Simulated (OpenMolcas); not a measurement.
## Ne2+: effect of the IPEA shift

```
Program             : OpenMolcas
Basis               : ANO-RCC-VTZP [4s3p2d1f]
Scalar Hamiltonian  : DKH2, point nucleus
Active space        : 6 electrons in 4 orbitals (2s 2p)
State averaging     : 2S+1 = 3 even, 3 roots; 2S+1 = 1 even, 6 roots; 2S+1 = 3 odd, 3 roots; 2S+1 = 1 odd, 3 roots
Spin-orbit coupling : state interaction with AMFI integrals over the reference wave functions, term energies averaged over their components
```

Methods on the same reference wave functions:
A. CASSCF
B. SS-CASPT2, IPEA 0 Eh, imaginary shift 0.1 Eh (closed shells correlated: 1s)
C. SS-CASPT2, IPEA 0.25 Eh, imaginary shift 0.1 Eh (closed shells correlated: 1s)

Energies in eV above 2s2 2p4 3P2, the measured ground level; measured values from Moore, Atomic Energy Levels, vol. I, NSRDS-NBS 35 (1971 reprint of NBS Circular 467, 1949).

| Level | A | B | C | Measured |
| --- | --- | --- | --- | --- |
| 2s2 2p4 3P2 | 0.0000 | 0.0000 | 0.0000 | 0.0000 |
| 2s2 2p4 3P1 | 0.0744 | 0.0745 | 0.0745 | 0.0806 |
| 2s2 2p4 3P0 | 0.1097 | 0.1098 | 0.1098 | 0.1149 |
| 2s2 2p4 1D2 | 3.4551 | 3.278 | 3.254 | 3.2039 |
| 2s2 2p4 1S0 | 6.5443 | 6.956 | 6.923 | 6.9117 |
| 2s 2p5 3P* 2 | 26.6000 | 25.480 | 25.507 |  |
| 2s 2p5 3P* 1 | 26.6719 | 25.552 | 25.579 | 25.4018 |
| 2s 2p5 3P* 0 | 26.7081 | 25.588 | 25.616 | 25.4421 |
| 2s 2p5 1P* 1 | 38.8211 | 36.484 | 36.508 |  |

Deviations, from unrounded energies. A percentage is the sum of absolute deviations over the sum of measured energies, with the sign that they share, or ± where signs differ.

```tsv
Against measurement	Levels	A	B	C
mean absolute deviation (cm-1)	6	4300	570	570
fine structure of the ground term (%)	2	-5.8	-5.7	-5.7
other terms of the ground configuration (%)	2	±6.1	+1.2	+0.6
other configurations (%)	2	+5.0	+0.6	+0.7
```

B, C lie about equally close to measurement and A furthest from it. The largest miss of C in the table is 2s 2p5 3P* 1, by +1400 cm-1. The ranking rests on the paired levels alone, and a cruder setting can come out closer through cancelling errors.

Between B and C the level of the table that moves most is 2s2 2p4 1S0, by 270 cm-1 (lowest in C, highest in B). Moves below CASPT2's spread within the term are not significant.

The two smallest mean deviations differ by little beside CASPT2's spread within terms, so their order carries little weight.

From A to B the spin-free energies of the other terms of 2s2 2p4 shown, above 3P, scale by factors of 0.95 to 1.06.

The lowest spin-free term lies below A's lowest term by 0.172 hartree in B, 0.169 hartree in C.

Term energies are means over components that CASPT2 splits; among the terms shown or strongly mixed into the levels shown the widest spread is 61 cm-1 (2s2 2p4 1D, C). Measured partners are found by configuration, term and J. A level has none where our copy of the source lacks it or the pairing is in doubt (some pairs that miss far off the trend of their configuration count as doubtful), and it then counts in no deviation. Levels of configurations outside the active space are missing.

* marks odd parity.
